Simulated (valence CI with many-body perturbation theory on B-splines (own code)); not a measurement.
Forbidden lines of Eu XLI

Computed by configuration interaction combined with many-body perturbation theory (CI+MBPT): five valence electrons over a frozen Dirac-Fock core [Ar], radial functions for each j: 7 s, 7 p, 8 d, 6 f, 4 g, 1 h, with the one-electron correlation potential Σ1 (screened to all orders), the two-electron term Σ2, the three-electron term Σ3, Breit, model QED; selected single and double excitations, second order for the rest (own B-spline code, finite nucleus).

No measured spectrum was set against this ion. As an estimate, large intervals hold to a few tenths of a per cent, small ones and those within an open d or f shell to about a per cent. Only levels of the ground parity were solved; by the run's estimate the other parity begins above the list, which can be wrong where configurations are misplaced.

Lines 51 to 100 of 120 in falling wavelength, among levels below 146.08 eV, chosen from the decays that carry over 1 % of a level's rate. Wavelengths and rates use the calculated energies. Weak lines are less certain than strong ones. Lines between different terms over intervals too small for the method are left out, as are lines whose strength nearly cancels.

Levels are named by their leading jj configuration (3d3/2^4 stands for four electrons in 3d with j = 3/2), which in mixed levels can hold well under half, so a name can repeat and another be missing. Letters in brackets count levels of one name in rising energy.

| λ vac (nm) | Upper | Lower | Type | A (s⁻¹) | Branch % |
| --- | --- | --- | --- | --- | --- |
| 38.66 | (3d3/2^3 3d5/2^2) J=3/2 [b] | (3d3/2^3 3d5/2^2) J=5/2 [a] | M1 | 1.20e+04 | 18.2 |
| 38.39 | (3d3/2^2 3d5/2^3) J=5/2 [c] | (3d3/2^3 3d5/2^2) J=7/2 [b] | M1 | 1.37e+05 | 28.5 |
| 38.33 | (3d3/2^2 3d5/2^3) J=13/2 | (3d3/2^3 3d5/2^2) J=11/2 | M1 | 4.49e+04 | 99.4 |
| 38.15 | (3d3/2^2 3d5/2^3) J=3/2 [c] | (3d3/2^2 3d5/2^3) J=5/2 [b] | M1 | 1.56e+04 | 5.5 |
| 38.05 | (3d3/2^2 3d5/2^3) J=1/2 [a] | (3d3/2^3 3d5/2^2) J=3/2 [a] | M1 | 2.45e+05 | 60.1 |
| 37.88 | (3d3/2^2 3d5/2^3) J=5/2 [a] | (3d3/2^3 3d5/2^2) J=5/2 [a] | M1 | 5.78e+05 | 89.1 |
| 37.46 | (3d3/2^3 3d5/2^2) J=7/2 [a] | (3d3/2^4 3d5/2) J=5/2 | M1 | 1.29e+05 | 95.6 |
| 37.14 | (3d3/2^2 3d5/2^3) J=5/2 [d] | (3d3/2^2 3d5/2^3) J=5/2 [b] | M1 | 7.34e+04 | 16.3 |
| 36.72 | (3d3/2^2 3d5/2^3) J=3/2 [a] | (3d3/2^3 3d5/2^2) J=3/2 [a] | M1 | 3.13e+05 | 45.5 |
| 36.46 | (3d3/2^2 3d5/2^3) J=3/2 [c] | (3d3/2^2 3d5/2^3) J=3/2 [a] | M1 | 5.15e+04 | 18.0 |
| 36.30 | (3d3/2^3 3d5/2^2) J=3/2 [a] | (3d3/2^4 3d5/2) J=5/2 | M1 | 3.76e+05 | 99.9 |
| 35.90 | (3d3/2 3d5/2^4) J=3/2 [a] | (3d3/2^2 3d5/2^3) J=5/2 [b] | M1 | 1.18e+05 | 13.2 |
| 35.54 | (3d3/2^2 3d5/2^3) J=5/2 [d] | (3d3/2^2 3d5/2^3) J=3/2 [a] | M1 | 1.11e+04 | 2.5 |
| 35.23 | (3d3/2^2 3d5/2^3) J=3/2 [c] | (3d3/2^2 3d5/2^3) J=1/2 [a] | M1 | 5.16e+04 | 18.1 |
| 35.15 | (3d3/2^2 3d5/2^3) J=5/2 [b] | (3d3/2^3 3d5/2^2) J=3/2 [a] | M1 | 4.92e+04 | 13.6 |
| 35.02 | (3d3/2 3d5/2^4) J=11/2 | (3d3/2^2 3d5/2^3) J=13/2 | M1 | 9.18e+04 | 14.3 |
| 34.91 | (3d3/2^2 3d5/2^3) J=7/2 [b] | (3d3/2^3 3d5/2^2) J=5/2 [b] | M1 | 6.17e+03 | 4.7 |
| 34.80 | (3d3/2^2 3d5/2^3) J=9/2 [b] | (3d3/2^3 3d5/2^2) J=9/2 | M1 | 2.67e+05 | 55.8 |
| 34.40 | (3d3/2 3d5/2^4) J=3/2 [a] | (3d3/2^2 3d5/2^3) J=3/2 [a] | M1 | 3.39e+05 | 37.9 |
| 34.13 | (3d3/2 3d5/2^4) J=7/2 [a] | (3d3/2^2 3d5/2^3) J=9/2 [a] | M1 | 2.76e+05 | 35.7 |
| 34.11 | (3d3/2^2 3d5/2^3) J=5/2 [b] | (3d3/2^3 3d5/2^2) J=7/2 [a] | M1 | 1.09e+05 | 30.1 |
| 33.65 | (3d3/2^2 3d5/2^3) J=5/2 [c] | (3d3/2^3 3d5/2^2) J=5/2 [b] | M1 | 6.22e+03 | 1.3 |
| 33.49 | (3d3/2^2 3d5/2^3) J=3/2 [b] | (3d3/2^3 3d5/2^2) J=1/2 | M1 | 3.52e+04 | 18.8 |
| 33.31 | (3d3/2 3d5/2^4) J=3/2 [a] | (3d3/2^2 3d5/2^3) J=1/2 [a] | M1 | 2.61e+05 | 29.1 |
| 33.07 | (3d3/2^2 3d5/2^3) J=7/2 [c] | (3d3/2^3 3d5/2^2) J=7/2 [b] | M1 | 1.06e+05 | 37.6 |
| 33.03 | (3d3/2 3d5/2^4) J=5/2 [a] | (3d3/2^2 3d5/2^3) J=5/2 [a] | M1 | 7.48e+05 | 67.0 |
| 32.95 | (3d3/2^2 3d5/2^3) J=7/2 [b] | (3d3/2^3 3d5/2^2) J=9/2 | M1 | 7.25e+04 | 55.6 |
| 32.69 | (3d3/2 3d5/2^4) J=11/2 | (3d3/2^2 3d5/2^3) J=9/2 [a] | M1 | 1.09e+05 | 16.9 |
| 32.09 | (3d3/2^2 3d5/2^3) J=3/2 [b] | (3d3/2^3 3d5/2^2) J=5/2 [b] | M1 | 6.24e+04 | 33.4 |
| 32.09 | (3d3/2^2 3d5/2^3) J=7/2 [a] | (3d3/2^3 3d5/2^2) J=5/2 [a] | M1 | 7.27e+04 | 22.3 |
| 31.93 | (3d3/2 3d5/2^4) J=7/2 [a] | (3d3/2^2 3d5/2^3) J=7/2 [a] | M1 | 2.31e+05 | 30.0 |
| 31.52 | (3d3/2^2 3d5/2^3) J=9/2 [b] | (3d3/2^3 3d5/2^2) J=11/2 | M1 | 9.67e+04 | 20.2 |
| 31.27 | (3d3/2 3d5/2^4) J=11/2 | (3d3/2^2 3d5/2^3) J=11/2 | M1 | 3.83e+05 | 59.8 |
| 30.81 | (3d3/2^3 3d5/2^2) J=5/2 [b] | (3d3/2^4 3d5/2) J=5/2 | M1 | 2.45e+03 | 6.2 |
| 30.49 | (3d3/2^2 3d5/2^3) J=9/2 [b] | (3d3/2^3 3d5/2^2) J=7/2 [a] | M1 | 7.51e+04 | 15.7 |
| 30.47 | (3d3/2^2 3d5/2^3) J=1/2 [b] | (3d3/2^3 3d5/2^2) J=1/2 | M1 | 1.36e+05 | 31.6 |
| 30.20 | (3d3/2^2 3d5/2^3) J=5/2 [d] | (3d3/2^2 3d5/2^3) J=7/2 [a] | M1 | 2.10e+04 | 4.7 |
| 29.49 | (3d3/2^2 3d5/2^3) J=7/2 [c] | (3d3/2^3 3d5/2^2) J=5/2 [b] | M1 | 5.40e+04 | 19.1 |
| 29.06 | (3d3/2^2 3d5/2^3) J=7/2 [b] | (3d3/2^3 3d5/2^2) J=7/2 [a] | M1 | 6.05e+03 | 4.6 |
| 28.88 | (3d3/2^2 3d5/2^3) J=5/2 [c] | (3d3/2^3 3d5/2^2) J=3/2 [a] | M1 | 8.00e+04 | 16.7 |
| 28.18 | (3d3/2^2 3d5/2^3) J=5/2 [c] | (3d3/2^3 3d5/2^2) J=7/2 [a] | M1 | 1.81e+05 | 37.7 |
| 28.08 | (3d3/2^2 3d5/2^3) J=7/2 [c] | (3d3/2^3 3d5/2^2) J=9/2 | M1 | 1.12e+05 | 39.5 |
| 28.03 | (3d3/2^2 3d5/2^3) J=9/2 [c] | (3d3/2^3 3d5/2^2) J=7/2 [b] | M1 | 1.15e+05 | 66.3 |
| 27.73 | (3d3/2^2 3d5/2^3) J=3/2 [b] | (3d3/2^3 3d5/2^2) J=3/2 [a] | M1 | 6.14e+04 | 32.9 |
| 27.71 | (3d3/2 3d5/2^4) J=7/2 [a] | (3d3/2^2 3d5/2^3) J=5/2 [a] | M1 | 3.42e+04 | 4.4 |
| 27.68 | (3d3/2^3 3d5/2^2) J=7/2 [b] | (3d3/2^4 3d5/2) J=5/2 | M1 | 1.41e+04 | 83.1 |
| 27.67 | (3d3/2^2 3d5/2^3) J=3/2 [a] | (3d3/2^3 3d5/2^2) J=5/2 [a] | M1 | 2.29e+05 | 33.2 |
| 26.90 | (3d3/2^2 3d5/2^3) J=3/2 [c] | (3d3/2^2 3d5/2^3) J=5/2 [a] | M1 | 2.32e+04 | 8.1 |
| 26.52 | (3d3/2^2 3d5/2^3) J=3/2 [c] | (3d3/2^3 3d5/2^2) J=3/2 [b] | M1 | 5.25e+04 | 18.4 |
| 26.39 | (3d3/2^2 3d5/2^3) J=5/2 [d] | (3d3/2^2 3d5/2^3) J=5/2 [a] | M1 | 6.38e+04 | 14.2 |
